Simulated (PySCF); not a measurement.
Ru: ionisation energy

Ru [Kr] 4d7 5s1 (5F) → Ru⁺ [Kr] 4d7 (4F), as a difference of total energies. Computed with PySCF 2.14 in aug-cc-pwCVDZ-PP with ECP28MDF (6s6p5d3f, 70 functions), with a scalar-relativistic core potential. Correlated levels: valence: 4s2 4p6 frozen. The calculations carry no spin-orbit coupling.

```
           method  ionisation energy (eV)  error (eV)
              UHF                   6.291      -1.074
    MP2 (valence)                   7.133      -0.232
SCS-MP2 (valence)                   6.879      -0.486
   CCSD (valence)                   7.091      -0.274
CCSD(T) (valence)                   7.154      -0.211
```

Reference: 7.365 eV (measured; NIST levels, between the centres of gravity of the two terms).

Errors of the correlated levels include the incompleteness of this basis and the frozen core.
